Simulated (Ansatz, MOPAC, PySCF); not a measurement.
Pair of molecules: H2S (SMILES S) (first 3 atoms) with CHN (SMILES C#N); geometry from B3LYP-D3(BJ)/def2-TZVP, rigid monomers moved along the line of their centres of mass till H2···N5 is 2.14 Å.
(charge 0, multiplicity 1):
```xyz
6

S      0.2190     0.0231    -0.8022
H      0.3110    -0.0499     0.5374
H     -0.0105    -1.2940    -0.9229
C      0.5616    -0.1040     3.8091
N      0.4604    -0.1587     2.6697
H      0.6556    -0.0534     4.8708
```

Counterpoise-corrected where a basis set is named; no monomer relaxation.

Correlated levels freeze the cores. CBS(a, b) extrapolates the correlation energy as X⁻³ and adds the Hartree–Fock energy of set b. The state that PM6 reach isn't checked.

Programs: Ansatz (Gaussian orbitals); MOPAC for PM6 (differences of heats of formation); PySCF for the dispersion terms. Each number belongs to the level named beside it.

| level | interaction energy (kcal/mol) |
|---|---|
| PM6 | -1.93 |
| HF/aug-cc-pV(T+d)Z | 0.30 |
| r2SCAN/def2-TZVPPD | -1.38 |
| B3LYP-D3(BJ)/def2-TZVPPD | -1.86 |
| PBE0-D3(BJ)/def2-TZVPPD | -2.10 |
| MP2/aug-cc-pV(T+d)Z | -2.05 |
| SCS-MP2/aug-cc-pV(T+d)Z | -1.41 |
| CCSD(T)/aug-cc-pV(D+d)Z | ___ |
| CCSD(T)/CBS(aug-cc-pV(D+d)Z, aug-cc-pV(T+d)Z) | ___ |

### Question
Some entries are withheld; supply them.

### Answer

- CCSD(T)/aug-cc-pV(D+d)Z, interaction energy (kcal/mol): -1.23
- CCSD(T)/CBS(aug-cc-pV(D+d)Z, aug-cc-pV(T+d)Z), interaction energy (kcal/mol): -1.79

Ansatz is a program for electronic structure.
